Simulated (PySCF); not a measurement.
Structure with atom numbers: `[CH3:1][C:2](=[O:3])[O:4][CH2:5][CH:6]([CH3:7])[CH3:8]` (H(Xn): hydrogen on atom n).

Geometry: PBE0-D3(BJ)/def2-SVP; GIAO shifts from PySCF, gas phase, non-relativistic, averaged over equivalent atoms.

At PBE0/pcSseg-1 (196 basis functions, 30 s wall time on 1 thread of an x86-64 server CPU, shared host):
```csv
atoms,δ (ppm)
C2,173.9
C5,70.8
C6,28.8
C1,22.1
C7/C8,20.0
O3,448.1
O4,210.0
H(C5),3.69
H(C1),1.99
H(C6),1.74
H(C7)/H(C8),0.86
```

Shifts are taken against calculated references (same method and geometry level): 13C (184.41 ppm), 1H (31.27 ppm) against TMS; 17O (334.56 ppm) against H2O.

What do these become at B97-2/pcSseg-1?

Answers


```
      atoms  δ at B97-2/pcSseg-1  change
         C2                170.8    -3.1
         C5                 70.1    -0.7
         C6                 29.0    +0.2
         C1                 22.0    -0.1
      C7/C8                 20.2    +0.2
         O3                435.2   -12.9
         O4                206.0    -4.0
      H(C5)                 3.70   +0.01
      H(C1)                 1.99   +0.00
      H(C6)                 1.75   +0.01
H(C7)/H(C8)                 0.87   +0.01
```

References, each an isolated molecule treated in the same way: 13C (183.69 ppm), 1H (31.38 ppm) vs TMS; H2O for 17O (331.62 ppm).

The largest change is at O3 (ester carbonyl oxygen). Cost: 196 basis functions, 28 s wall time on 1 thread of an x86-64 server CPU, shared host. The order of the carbon signals is the same at both levels.

Unscaled 17O shifts of doubly bonded oxygen tend to come out too high, by tens of ppm or more. Experimental scales use liquid or dissolved standards, which lie at an offset from isolated H2O (liquid H2O: subtract about 36 ppm).
